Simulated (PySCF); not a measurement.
**Question.** What does the PBE0-D3(BJ)/def2-SVP structure of InChI=1S/C5H6O2/c6-4-1-2-5(7)3-4/h1-3H2 look like in three dimensions?

**Answer.** 
Z-matrix in Å and degrees, rows numbered from 1:
```
O 
C   1  1.2008
C   2  1.5259  1  125.15
C   3  1.5243  2  106.50  1   166.70
C   4  1.5260  3  106.52  2    16.25
O   5  1.2008  4  125.11  3   167.09
C   2  1.5165  1  125.78  3  -179.61
H   3  1.0992  2  109.69  1    41.18
H   3  1.1040  2  106.72  1   -73.54
H   4  1.0992  3  115.39  2   138.19
H   4  1.1039  3  112.00  2  -100.06
H   7  1.1027  2  111.13  1    64.04
H   7  1.1026  2  111.24  1   -53.62
```

The 5-membered ring C2–C3–C4–C5–C7 has internal angles of 106.3° to 109.1° (sum 537°, against 540° for a flat polygon); it is slightly puckered (a soft mode that the optimisation may not have finished), 0.07 Å rms from its mean plane, widest ring torsion 16°.

Computed, not measured: PBE0-D3(BJ)/def2-SVP geometry optimisation, gas phase in PySCF 2.14.0.

Point group: C2 (every atom within 0.08 Å of its image). No PBE0-D3(BJ)/def2-SVP frequencies stand behind this structure, so it isn't proved a minimum. The numbers are those of one conformer (O1–C2–C3–C4 167°, C2–C3–C4–C5 16°, C3–C4–C5–O6 167°, C4–C5–C7–C2 5°).
